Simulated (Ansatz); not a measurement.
Input for Ansatz (a first-principles code): U-wB97X-V/cc-pVTZ on BH3O (SMILES BO), a point of a bond scan (R = 1.430 Å).

Ansatz 0.2 input:
```yaml
crystal:
  periodic: [false, false, false]
  atoms:
    - {symbol: B, position_ang: [-0.44836328, -0.55342233, 0.06101432]}
    - {symbol: H, position_ang: [-0.31615947, -1.49434942, 1.12995873]}
    - {symbol: H, position_ang: [-1.30242775, -0.64193468, -0.77341615]}
    - {symbol: O, position_ang: [0.44517449, 0.45958125, 0.02792633]}
    - {symbol: H, position_ang: [0.32104168, 1.06992460, -0.70686739]}
basis:
  gaussian:
    orbitals: cc-pVTZ
hamiltonian:
  xc: {name: wB97X-V}
magnetization: {spin_polarized: true, initial_magnetization: 0}
```

The head of its log:

```
WARN ansatz: RAYON_NUM_THREADS=2 ignored (pool sized by the plan → 2); use --threads N
Functional definition: wB97X-V
integrals: 0.03 GiB planned
559 factors; their error is unknown
integrals: 0.06 GiB planned
129 factors; integrals over basis functions are off by at most 2.2e-5 eV
mean field: 0.40 GiB planned
mean field evaluation 1: about -2770.0251 eV, gradient 2.9e1 eV
mean field evaluation 2: about -2769.4812 eV, gradient 3.3e1 eV
```

What total energy does the run end on?

-101.8956 hartree.
